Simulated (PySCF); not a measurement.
# A small calculation by hand: chemical shift, span and skew from a shielding tensor

Be(SeH)(GeH3) (BeGeH4Se), SMILES [GeH3][Be][SeH]. Atoms are numbered in the order given.

```xyz
7

Be     0.0297     0.0497    -0.0770
Se     0.7221     1.1738    -1.6335
H      2.1126     0.8532    -1.2424
Ge    -0.7467    -1.1429     1.5919
H     -0.7108    -2.6667     1.3219
H      0.0458    -0.9206     2.9037
H     -2.2207    -0.8010     1.9229
```
Charge 0, spin multiplicity 1.

Geometry: B3LYP-D3(BJ)/def2-SVP. The structure was generated by enumeration; whether it is a known compound was not checked. One conformer was computed; it need not be the lowest.

GIAO shieldings from PBE/pcSseg-1 (PySCF), non-relativistic, no solvent. The symmetric part of the tensor of Se2 has the principal values 1645.0, 2003.3, 2291.0 ppm. The same nucleus in Me2Se has σ = 1634.8 ppm at this level (PySCF, at its B3LYP-D3(BJ)/def2-TZVP geometry).

### Question
Work out the isotropic shielding, the ⁷⁷Se shift against Me2Se, the span and the skew.

### Answer

σ(iso) = (σ11 + σ22 + σ33)/3 = 1979.8 ppm. δ = σ(ref) − σ(iso) = 1634.8 − (1979.8) = -345.0 ppm.
Span Ω = σ33 − σ11 = 646.0 ppm. Skew κ = 3(σ(iso) − σ22)/Ω = -0.11. Tumbling in solution averages the tensor to δ; in a static solid the shielding alone would spread this spin-1/2 line over Ω.
